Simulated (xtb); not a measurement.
C5H5Cl, SMILES C=CC=C=CCl. All values are semi-empirical tight-binding results from xtb (GFN2-xTB unless named), good for trends rather than for accurate numbers. Geometry optimised at GFN2-xTB. The structure was generated by enumeration, and PubChem lists no compound with its InChIKey, so it may never have been made. One conformer was computed; it need not be the lowest.

Optimised geometry:

Bonds (Å): C1–C2 1.328, C1–H7 1.076, C1–H8 1.078, C2–C3 1.450, C2–H9 1.081, C3–C4 1.307, C3–H10 1.084, C4–C5 1.292, C5–Cl6 1.747, C5–H11 1.078. Bond angles (°): C2–C1–H7 121.8, C2–C1–H8 121.7, H7–C1–H8 116.5, C1–C2–C3 123.0, C1–C2–H9 120.9, C3–C2–H9 116.1, C2–C3–C4 123.7, C2–C3–H10 116.7, C4–C3–H10 119.5, C3–C4–C5 178.1, C4–C5–Cl6 122.3, C4–C5–H11 124.7, Cl6–C5–H11 113.0.
Charge 0, spin multiplicity 1.

Computed properties:
- orbital gap = 3.58 eV
- dipole moment = 1.93 D
- zero-point energy = 49.0 kcal/mol
- G − E(el) at 298.15 K (modified RRHO) = 29.2 kcal/mol
- static polarisability (D4 model) = 71.5 bohr³
- solvation energy, GFN2-xTB/ALPB(water) = -2.2 kcal/mol
- solvation energy, GFN2-xTB/ALPB(ether) = -6.7 kcal/mol

Problem. Give the atomic charges and the Wiberg bond orders between heavy atoms. (Estimate from the structure and the level; the computed values follow.)

Solution. charges (e) C1 -0.08, C2 -0.02, C3 -0.02, C4 -0.02, C5 0.04, Cl6 -0.18, H7 0.04, H8 0.05, H9 0.04, H10 0.07, H11 0.08. Bond orders C1–C2 1.88, C2–C3 1.10, C3–C4 1.84, C4–C5 1.93, C5–Cl6 0.94.
